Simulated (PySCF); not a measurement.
CH4CdOS, SMILES C[S][Cd][OH]. Coordinates come from a PBE0-D3(BJ)/def2-SVP optimisation. The structure was generated by enumeration; whether it is a known compound was not checked. The def2 effective core potentials stand for the cores of Cd; spin–orbit coupling is left out. Other conformers were not sampled.

Level of theory: PBE0-D3(BJ)/def2-SVP (PySCF).

Harmonic wavenumbers (cm⁻¹): 90, 105, 133, 159, 183, 354, 611, 724, 772, 957, 970, 1336, 1453, 1456, 3066, 3176, 3178, 3889. Rotational constants (GHz): 14.05, 1.507, 1.378; symmetry number 1.

Work out the zero-point energy and the ideal-gas rigid-rotor harmonic-oscillator thermochemistry at 298.15 K and 1 atm.

ZPE = ½ Σ hcν = ½ × 22613 cm⁻¹ = 135.26 kJ/mol. H − E(el) = 156.14 kJ/mol. Entropy in J/(mol K): translation 173.27, rotation 112.14, vibration 71.70, total 357.11. G − E(el) = 49.66 kJ/mol. Cp = 95.09 J/(mol K). Modes under 150 cm⁻¹ make the vibrational entropy uncertain.
